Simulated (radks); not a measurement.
Fractional charge and spin in the 6s shell of hafnium: the spin-up occupation runs from 0 to 1 and the spin-down occupation from 0 to 1; the fullest corner is Hf, [Xe] 4f14 5d(up 1, down 1) 6s(up 1, down 1). All-electron calculation, scalar-relativistic Kohn-Sham, BLYP, spin-polarised, spherical densities, finite nucleus; Fermi nuclear charge, rms radius of each element as measured or else 0.836 A^(1/3) + 0.57 fm. Program: a radial shooting solver on a logarithmic mesh with Libxc functionals. Energy (eV) minus the two flat planes that join the four corners (they meet along the diagonal where the two added fractions sum to one electron); zero is where a piecewise linear energy would lie.

down \ up       0     0.5       1
0           0.000  -0.805   0.000
0.5        -0.805   0.148  -0.711
1           0.000  -0.711   0.000

Corners above the fullest one (they belong to Hf+ and the next ion): (up 1, down 0) 7.754 eV, (up 0, down 1) 7.754 eV, (up 0, down 0) 22.175 eV. With half an added electron in each spin the energy lies 0.148 eV from the planes, and with half an added electron in spin up alone -0.805 eV. The planes are only a guide here: the flat-plane condition holds for ground states with one frontier orbital, while this shell lies below other occupied shells, so the corners above the fullest one are inner-hole states and not the ground states of those ions.
